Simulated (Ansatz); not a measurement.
Isolated molecules relaxed with PBE0-D4/def2-TZVP in Ansatz; ΔE leaves out vibrations. CCSD(T)/CBS is the MP2 limit (def2-TZVPP, def2-QZVPP) plus CCSD(T) − MP2 in def2-TZVPP, frozen cores. Functionals use def2-TZVPP. Each species was taken in one conformer, which may not be the lowest.

Reaction (ligand exchange at the Si–O bond): `CC(=S)O[SiH2]O` + `CN[SiH2]O` → `CN([SiH2]O)[SiH2]O` + `CC(O)=S`

**Question.** Is it downhill or uphill in electronic energy at CCSD(T)/CBS, and by how much? (Estimate.)

**Answer.** The calculation gave: Uphill: ΔE = +5.7 kJ/mol.

**Question.** What do these levels give: PBE-D4, PBE0-D4, PBE, r2SCAN, HF/def2-TZVPP, MP2/def2-QZVPP? (Best estimate.)

**Answer.** Ansatz gave: PBE-D4 -0.5, PBE0-D4 0.2, PBE 3.1, r2SCAN 2.1, HF/def2-TZVPP 17.9, MP2/def2-QZVPP 5.0 kJ/mol.

Largest T1 diagnostic among the species: 0.017.

The D4 term adds −5.9 kJ/mol with B3LYP and −2.9 kJ/mol with PBE0; it sums over pairs of atoms, weighted by their polarisabilities, and B3LYP, whose exchange is more repulsive, gets the larger term. In def2-TZVPP, CCSD(T) changes the Hartree–Fock value by −13.6 kJ/mol (the triples alone add −2.4 kJ/mol) and MP2 by −14.1 kJ/mol.

B3LYP here is the variant with VWN-RPA as its local correlation; programs differ in this.
